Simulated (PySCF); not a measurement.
Work out the structure from these simulated measurements.

Formula: Si4H8.

| Item | Value |
| --- | --- |
| Rotational structure | rotational constants A, B, C: 2.580, 2.580, 1.374 GHz [PBE0-D3(BJ)/def2-SVP] |
| UV, strongest line | among the 10 lowest singlet transitions: S6/S7 at 6.43 eV (193 nm, f = 0.480 summed over these states) [TDDFT CAM-B3LYP/def2-SVPD] |
| Dipole | 0.01 D [CAM-B3LYP/def2-SVPD] |
| NMR, other nuclei | isotropic shieldings of nuclei other than C and H, by class: 436 (4 Si) ppm [GIAO PBE0/pcSseg-1] |
| XPS | Si2p3/2 106.1 (×4), Si1s 1845.8 (×4) eV [ΔSCF SCAN, pcX-2 on the ionised atom, pcseg-1 elsewhere, spin-free X2C, 2p3/2 from a spin–orbit splitting computed afterwards within the 2p shell] |
| UV, first state | lowest singlet excitation: 4.90 eV (253 nm, f = 0.000) [TDDFT CAM-B3LYP/def2-SVPD] |

Gas-phase values; electronic properties from PySCF, density fitting. Levels stand in brackets. Isolated species at its PBE0-D3(BJ)/def2-SVP geometry, gas phase. NMR classes are plain means over equivalent atoms (diastereotopic ones count apart unless rotation or inversion swaps them), as if these changed places fast.

Question: What is the compound? Reason from the data.

Answer: Numbering: `[SiH2:1]1[SiH2:2][SiH2:3][SiH2:4]1`. Its formula, Si4H8, gives 1 degree of unsaturation: 1 ring and 0 π bonds in the structure found. The other shieldings belong to: 436 ppm, SiH2 silicon [Si1/Si2/Si3/Si4]. The core levels belong to: Si2p3/2 106.1 eV, SiH2 silicon [Si1/Si2/Si3/Si4]; Si1s 1845.8 eV, SiH2 silicon [Si1/Si2/Si3/Si4]. By its constants the optimised geometry is a nearly oblate symmetric top. Structure: `[SiH2]1[SiH2][SiH2][SiH2]1`. The assignments are read from this structure; whether some other isomer fits the data as well wasn't checked.
